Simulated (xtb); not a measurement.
Cl₂Hg, singlet, geometry from GFN2-xTB (such geometries of metal compounds can be far from the true shape); xtb with GFN0-xTB.

Here is a job for xtb.
```
$ xtb mol.xyz --gfn 0 --json

# file mol.xyz
3

Hg     0.00000000     0.00000000     0.00000000
Cl     0.00000000     0.00000000     2.30126892
Cl    -0.00000000    -0.00000000    -2.30126892
```

The log (banner, timings and long lists left out):

```
   ID    Z sym.   atoms
    1   80 Hg     1
    2   17 Cl     2, 3

           -------------------------------------------------
          |                Calculation Setup                |
           -------------------------------------------------

           -------------------------------------------------
          |                 G F N 0 - x T B                 |
           -------------------------------------------------

          ...................................................
          :                      SETUP                      :
          :.................................................:
          :  # basis functions                  24          :
          :  # atomic orbitals                  22          :
          :  # shells                            8          :
          :  # electrons                        16          :
          :  electronic temp.          300.0000000     K    :
          :  accuracy                    1.0000000          :
          :  -> integral cutoff          0.2500000E+02      :
          :  -> integral neglect         0.1000000E-07      :
          ...................................................

         :::::::::::::::::::::::::::::::::::::::::::::::::::::
         ::                     SUMMARY                     ::
         :::::::::::::::::::::::::::::::::::::::::::::::::::::
         :: total energy              -9.498645820374 Eh    ::
         :: gradient norm              0.011605559333 Eh/a0 ::
         :: HOMO-LUMO gap              4.359408683215 eV    ::
         ::.................................................::
         :: H0 energy                 -9.486644780217 Eh    ::
         :: repulsion energy           0.005476787509 Eh    ::
         :: electrostat energy        -0.016842260526 Eh    ::
         :: -> Gsolv                   0.000000000000 Eh    ::
         ::    -> Gsasa                0.000000000000 Eh    ::
         ::    -> Gshift               0.000000000000 Eh    ::
         :: dispersion energy         -0.000635567140 Eh    ::
         :: short-range corr.          0.000000000000 Eh    ::
         :: add. restraining           0.000000000000 Eh    ::
         :: total charge               0.000000000000 e     ::
         :::::::::::::::::::::::::::::::::::::::::::::::::::::

           -------------------------------------------------
          |                Property Printout                |
           -------------------------------------------------

    * Orbital Energies and Occupations

         #    Occupation            Energy/Eh            Energy/eV
      -------------------------------------------------------------
         1        2.0000           -0.9737505             -26.4971
         2        2.0000           -0.9713353             -26.4314
         3        2.0000           -0.5120910             -13.9347
         4        2.0000           -0.4607161             -12.5367
         5        2.0000           -0.4607161             -12.5367
         6        2.0000           -0.4588125             -12.4849
         7        2.0000           -0.4529504             -12.3254
         8        2.0000           -0.4529504             -12.3254 (HOMO)
         9                         -0.2927451              -7.9660 (LUMO)
        10                         -0.0774518              -2.1076
        11                         -0.0774518              -2.1076
        12                         -0.0654246              -1.7803
        13                         -0.0654246              -1.7803
        14                         -0.0654236              -1.7803
        15                         -0.0654236              -1.7803
        16                         -0.0654141              -1.7800
        17                         -0.0654141              -1.7800
        18                         -0.0653665              -1.7787
        19                         -0.0462848              -1.2595
       ...                                ...                  ...
        22                          0.8067566              21.9530
      -------------------------------------------------------------
                  HL-Gap            0.1602053 Eh            4.3594 eV
             Fermi-level            0.0000000 Eh            0.0000 eV

     #   Z          covCN         q      C6AA      α(0)
     1  80 Hg       1.634     0.180   273.245    28.822
     2  17 Cl       0.817    -0.090    99.923    15.280
     3  17 Cl       0.817    -0.090    99.923    15.280

 Mol. C6AA /au·bohr⁶  :       1330.066080
 Mol. C8AA /au·bohr⁸  :      86632.672666
 Mol. α(0) /au        :         59.380925

Wiberg/Mayer (AO) data.
largest (>0.10) Wiberg bond orders for each atom

 ---------------------------------------------------------------------------
     #   Z sym  total        # sym  WBO       # sym  WBO       # sym  WBO
 ---------------------------------------------------------------------------
     1  80 Hg   1.621 --     2 Cl   0.811     3 Cl   0.811
     2  17 Cl   0.971 --     1 Hg   0.811     3 Cl   0.160
     3  17 Cl   0.971 --     1 Hg   0.811     2 Cl   0.160
 ---------------------------------------------------------------------------

Topologies differ in total number of bonds
Writing topology from bond orders to xtbtopo.mol

 dipole moment from electron density (au)
     X       Y       Z
  -0.0000   0.0000  -0.0000  total (Debye):    0.000

           -------------------------------------------------
          | TOTAL ENERGY               -9.498645820374 Eh   |
          | GRADIENT NORM               0.011605559333 Eh/α |
          | HOMO-LUMO GAP               4.359408683215 eV   |
           -------------------------------------------------

normal termination of xtb
```
